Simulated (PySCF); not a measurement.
## Spinor energies of Pb⁴⁵⁺ (lead, charge +45)

Start: [Kr] 4d1; 4d3/2 filled at m_j = +3/2. Calculated with PySCF 2.14 in an uncontracted even-tempered set (16 s from 6 bohr⁻², ratio 2.8; 14 p from 7.8 bohr⁻², ratio 2.8; 9 d from 7.8 bohr⁻², ratio 2.8; 3 f from 28 bohr⁻², ratio 3): generalised Hartree-Fock with the X2C-1e Hamiltonian and a Gaussian nucleus; one run each with spin-orbit coupling (SO) switched off, then screened by Boettger's factors.

```json
{"spinor shell": "1s1/2", "electrons": "2", "ε, spin-free (eV)": "-90735.5", "ε, screened SO (eV)": "-90695.6", "weight of nominal j (screened SO)": "1.000", "rms radius, screened SO (bohr)": "0.0181"}
{"spinor shell": "2s1/2", "electrons": "2", "ε, spin-free (eV)": "-18213.7", "ε, screened SO (eV)": "-18200.4", "weight of nominal j (screened SO)": "1.000", "rms radius, screened SO (bohr)": "0.0730"}
{"spinor shell": "2p1/2", "electrons": "2", "ε, spin-free (eV)": "-15960.5", "ε, screened SO (eV)": "-17547.2", "weight of nominal j (screened SO)": "1.000", "rms radius, screened SO (bohr)": "0.0617"}
{"spinor shell": "2p3/2", "electrons": "4", "ε, spin-free (eV)": "-15960.5", "ε, screened SO (eV)": "-15348.6", "weight of nominal j (screened SO)": "1.000", "rms radius, screened SO (bohr)": "0.0700"}
{"spinor shell": "3s1/2", "electrons": "2", "ε, spin-free (eV)": "-6056.1", "ε, screened SO (eV)": "-6051.2", "weight of nominal j (screened SO)": "1.000", "rms radius, screened SO (bohr)": "0.184"}
{"spinor shell": "3p1/2", "electrons": "2", "ε, spin-free (eV)": "-5394.2", "ε, screened SO (eV)": "-5762.4", "weight of nominal j (screened SO)": "1.000", "rms radius, screened SO (bohr)": "0.176"}
{"spinor shell": "3p3/2", "electrons": "4", "ε, spin-free (eV)": "-5394.2", "ε, screened SO (eV)": "-5247.7", "weight of nominal j (screened SO)": "1.000", "rms radius, screened SO (bohr)": "0.192"}
{"spinor shell": "3d3/2", "electrons": "4", "ε, spin-free (eV)": "-4724.7", "ε, screened SO (eV)": "-4788.8", "weight of nominal j (screened SO)": "1.000", "rms radius, screened SO (bohr)": "0.167"}
{"spinor shell": "3d5/2", "electrons": "6", "ε, spin-free (eV)": "-4724.7", "ε, screened SO (eV)": "-4677.5", "weight of nominal j (screened SO)": "1.000", "rms radius, screened SO (bohr)": "0.171"}
{"spinor shell": "4s1/2", "electrons": "2", "ε, spin-free (eV)": "-2766.9", "ε, screened SO (eV)": "-2765.1", "weight of nominal j (screened SO)": "1.000", "rms radius, screened SO (bohr)": "0.387"}
{"spinor shell": "4p1/2", "electrons": "2", "ε, spin-free (eV)": "-2520.6", "ε, screened SO (eV)": "-2640.7", "weight of nominal j (screened SO)": "1.000", "rms radius, screened SO (bohr)": "0.381"}
{"spinor shell": "4p3/2", "electrons": "4", "ε, spin-free (eV)": "-2520.6", "ε, screened SO (eV)": "-2472.1", "weight of nominal j (screened SO)": "1.000", "rms radius, screened SO (bohr)": "0.407"}
{"spinor shell": "4d3/2", "electrons": "1", "ε, spin-free (eV)": "-2275.3", "ε, screened SO (eV)": "-2295.4", "weight of nominal j (screened SO)": "1.000", "rms radius, screened SO (bohr)": "0.388"}
```

```tsv
quantity	spin-free	screened SO
E (hartree)	-19490.56293	-19529.55947
M_J	3/2	3/2
⟨J²⟩	4.228	3.750
⟨L²⟩	6.001	6.130
⟨S²⟩	0.750	0.879
```

Each row is a mean over spinors that exchange with the open shell spreads, by up to 14.785 eV (4p1/2).

Breit and QED terms are absent; they matter most for the inner s and p1/2 levels.

Densities and radii are taken from the X2C orbitals without a picture-change correction, which distorts them close to the nucleus.

Without spin-orbit coupling the j labels of p, d and f shells carry no meaning; the spin-free column gives the mean over the occupied spinors of each nl shell, and its ⟨J²⟩ belongs to a mixture of degenerate components.
